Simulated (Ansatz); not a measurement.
Cartesian coordinates (Å):
```xyz
5

Zr    -0.1625    -0.0674     0.0694
F     -0.8330     1.6599    -0.3902
F      1.6381     0.0997     0.6781
F     -0.2165    -1.1997    -1.4669
F     -1.2290    -0.8247     1.4601
```
Charge 0, spin multiplicity 1.

Computed with frozen-core CCSD(T)/def2-TZVPP // BP86-D3(BJ)/def2-SVP (Ansatz, a program for electronic structure).

```yaml
HF energy: -444.81989 Ha
MP2 correlation energy: -1.34892 Ha
```

Question: Estimate the CCSD correlation energy, the (T) correction, the total energy and the T1 diagnostic.

Answer: 
| Quantity | Value |
|---|---|
| CCSD correlation energy | -1.33668 Ha |
| (T) correction | -0.04643 Ha |
| CCSD(T) total energy | -446.20301 Ha |
| T1 diagnostic | 0.018 |
